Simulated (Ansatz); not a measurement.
Basis-set series for C$_{2}$H$_{10}$BOP. The species carries charge 0 and has multiplicity 1. The bonds changed during the relaxation, so this is another structure than the one it started from. The structure was optimised at the PBE0-D4/def2-TZVP level. It is one conformer, not always the lowest.

```xyz
15

C     0.2872    0.8113   -1.7787
B     0.5700    0.7391   -0.2322
C     1.7089   -0.1580    0.3676
O    -0.1767    1.4626    0.6548
P    -1.8590   -1.4945    0.9111
H    -0.2242   -0.1110   -2.0795
H    -0.3472    1.6487   -2.0851
H     1.2106    0.8500   -2.3631
H     2.6854    0.2625    0.0988
H     1.6905   -1.1652   -0.0595
H     1.6663   -0.2335    1.4556
H    -0.8399    2.0065    0.2220
H    -2.6160   -2.6002    1.3821
H    -1.0060   -1.4795    2.0429
H    -2.7497   -0.5388    1.4633
```

```tsv
functional	basis	functions	energy (Eh)	HOMO (eV)	LUMO (eV)
PBE0-D4	def2-SVP	124	-523.12780	-7.66	0.75
PBE0-D4	def2-QZVPP	598	-523.47453	-7.79	0.23
ωB97M-V	def2-SVP	124	-523.33900	-9.86	2.75
ωB97M-V	def2-QZVPP	598	-523.69612	-10.01	1.33
```

Q: Give the rows for def2-TZVPP. (An estimate is asked.)

A: Ansatz gave: 
```tsv
functional	basis	functions	energy (Eh)	HOMO (eV)	LUMO (eV)
PBE0-D4	def2-TZVPP	306	-523.45290	-7.77	0.51
ωB97M-V	def2-TZVPP	306	-523.67539	-10.00	1.94
```

Positive LUMOs are unbound and depend on the basis.
